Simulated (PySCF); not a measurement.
# Kr⁺: ionisation energy

Kr⁺ [Ar] 3d10 4s2 4p5 (2P) → Kr²⁺ [Ar] 3d10 4s2 4p4 (3P), as a difference of total energies. All numbers are calculated (PySCF 2.14, the spin-free X2C one-electron Hamiltonian (Gaussian nucleus), in ANO-RCC-VTZP (6s5p3d1f, 43 functions)). Correlated levels: valence and next inner shell: [Ne] frozen. The calculations carry no spin-orbit coupling.

| method | ionisation energy (eV) | difference from reference (eV) |
| --- | --- | --- |
| UHF | 23.231 | -1.129 |
| MP2 (valence and next inner shell) | 24.132 | -0.228 |
| SCS-MP2 (valence and next inner shell) | 24.104 | -0.256 |
| CCSD (valence and next inner shell) | 24.106 | -0.254 |
| CCSD(T) (valence and next inner shell) | 24.140 | -0.220 |

Reference: 24.360 eV (measured; NIST Atomic Spectra Database, ionization energies).

The reference lies between the lowest fine-structure levels, while these numbers refer to the centres of the terms.

Errors of the correlated levels include the incompleteness of this basis and the frozen core.
